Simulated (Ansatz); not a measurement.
Calculated with Ansatz (gas phase, PBE0-D4/def2-TZVP geometries, no zero-point term in ΔE). CCSD(T)/CBS is the MP2 limit (def2-TZVPP, def2-QZVPP) plus CCSD(T) − MP2 in def2-TZVPP, frozen cores. This one scheme is used for every species, atoms too. Functionals use def2-TZVPP. B3LYP here is the variant with VWN-RPA as its local correlation; programs differ in this. HSE06 is defined as in plane-wave codes. Open shells (•) are unrestricted, without spin–orbit coupling. Spin–orbit coupling would lower the free atoms: a little for Al, C. One conformer a species, not always the lowest.

Consider the atomization: `CC[NH][AlH2]` → Al• + 2 C• + 8 H• + N•.

```json
{"level": "PBE-D4", "ΔE (kJ/mol)": "4241.1", "difference from CCSD(T)/CBS": "41.8"}
{"level": "B3LYP-D4", "ΔE (kJ/mol)": "4209.0", "difference from CCSD(T)/CBS": "9.7"}
{"level": "HSE06-D4", "ΔE (kJ/mol)": "4192.1", "difference from CCSD(T)/CBS": "-7.2"}
{"level": "CAM-B3LYP-D4", "ΔE (kJ/mol)": "4227.5", "difference from CCSD(T)/CBS": "28.2"}
{"level": "revPBE", "ΔE (kJ/mol)": "4092.1", "difference from CCSD(T)/CBS": "-107.2"}
{"level": "B3LYP", "ΔE (kJ/mol)": "4177.6", "difference from CCSD(T)/CBS": "-21.7"}
{"level": "r2SCANh", "ΔE (kJ/mol)": "4168.3", "difference from CCSD(T)/CBS": "-31.0"}
{"level": "CCSD(T)/def2-SVP", "ΔE (kJ/mol)": "3995.7", "difference from CCSD(T)/CBS": "-203.6"}
{"level": "CCSD(T)/def2-TZVPP", "ΔE (kJ/mol)": "4096.8", "difference from CCSD(T)/CBS": "-102.5"}
{"level": "HF/CBS(def2)", "ΔE (kJ/mol)": "3104.3", "difference from CCSD(T)/CBS": "-1095.0"}
{"level": "CCSD(T)/CBS", "ΔE (kJ/mol)": "4199.3", "difference from CCSD(T)/CBS": "0"}
```

Problem. What do rigid-rotor, harmonic-oscillator terms from PBE0-D4/def2-TZVP frequencies (298.15 K, 1 bar) make of the CCSD(T)/CBS value? (Estimate.)

Solution. The calculation gave: ΔZPE = -252.7 kJ/mol, ΔH = +4001.7 kJ/mol, ΔS = 1228 J/(mol·K), ΔG = +3635.4 kJ/mol. Open shells count their whole term as degenerate.

Largest T1 diagnostic among the species: 0.018.

From r2SCAN to r2SCAN0 (25 % exact exchange), in def2-TZVPP and without D4, ΔE moves by −44.6 kJ/mol: exact exchange takes away binding that semilocal exchange gives to molecules. Leaving LDA and LC-ωPBE aside and taking each functional with its dispersion term where it has one, the values, not all of them listed here, spread over 127.2 kJ/mol, from BHLYP-D4 to PBE-D4. LDA lies +505.6 kJ/mol from PBE without D4, its usual overbinding. At CCSD(T), def2-SVP lies −203.6 kJ/mol from the extrapolated value and def2-TZVPP −102.5 kJ/mol: correlation converges slowly with the basis, and small sets miss more of it in the bonded molecule than in its fragments.

For atomizations the MP2-based limit and the directly extrapolated one differ by several kJ/mol either way, and by 10 to 25 for some Ge, Se and Sn compounds, so smaller differences from it don't rank the levels.
